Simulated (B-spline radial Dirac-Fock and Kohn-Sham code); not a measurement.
**Ir⁺ 4d5/2: cross section and angular parameters**

System: the Ir⁺ ion in the configuration [Xe] 4f14 5d7 6s1; threshold 308.7 eV (orbital energy of the model). The computed values come from a radial atomic solver: Dirac-Hartree-Slater photoionisation with a Latter tail; cross sections with all multipoles, angular parameters from the dipole term and its interference with E2.

Input of the calculation (task.json; shells as n, l, electrons):

```json
{"items": [{
  "Z": 77,
  "q": 1,
  "cfg": [[1, 0, 2], [2, 0, 2], [2, 1, 6], [3, 0, 2], [3, 1, 6], [3, 2, 10], [4, 0, 2], [4, 1, 6], [4, 2, 10], [4, 3, 14], [5, 0, 2], [5, 1, 6], [5, 2, 7], [6, 0, 1]],
  "A": 193,
  "rrms": 5.4032,
  "do": "xps",
  "hv": [75.0, 80, 86.6, 175.0, 256.0, 300, 314.0, 414.0, 988.0, 1000, 1480.0, 1870.0, 2000, 2190.0, 2984.4, 4030.0, 4120.0, 4170.0, 4200.0, 4670.0, 5480.0, 6280.0, 8047.8, 9080.0, 9251.7, 10600.0, 13100.0, 13800.0, 15000]
}]}
```

Launch: `python xray2_run.py task.json out`

For linearly polarised light dσ/dΩ = σ/(4π) [1 + β P₂(cos θ) + (δ + γ cos²θ) sin θ cos φ], with θ from the polarisation vector and φ the angle between the beam and the projection of the electron momentum on the plane normal to the polarisation.

```
hν (eV)  σ (kb)       β       γ      δ
    414     276  -0.868  -0.183  0.119
    988     277   0.992   0.091  0.013
   1000     273   1.003   0.086  0.012
   1480     150   1.242  -0.044  0.006
   1870    95.9   1.313  -0.037  0.014
   2000    83.5   1.326  -0.021  0.016
   2190    68.9   1.339   0.008  0.020
 2984.4    33.7   1.349   0.182  0.037
   4030    15.6   1.318   0.437  0.058
   4120    14.7   1.314   0.458  0.060
   4170    14.3   1.312   0.470  0.061
   4200       ?       ?       ?      ?
   4670    10.5   1.290   0.585  0.071
   5480    6.66   1.253   0.758  0.088
   6280    4.47   1.215   0.912  0.105
 8047.8    2.10   1.137   1.200  0.142
   9080    1.44   1.095   1.343  0.164
 9251.7    1.35   1.088   1.365  0.168
  10600   0.873   1.038   1.527  0.196
  13100   0.431   0.957   1.776  0.249
  13800   0.361   0.936   1.835  0.263
  15000   0.271   0.903   1.928  0.288
```

Question: Give the values at 4200 eV.

Answer: σ = 14.0 kb, β = 1.311, γ = 0.477, δ = 0.061.
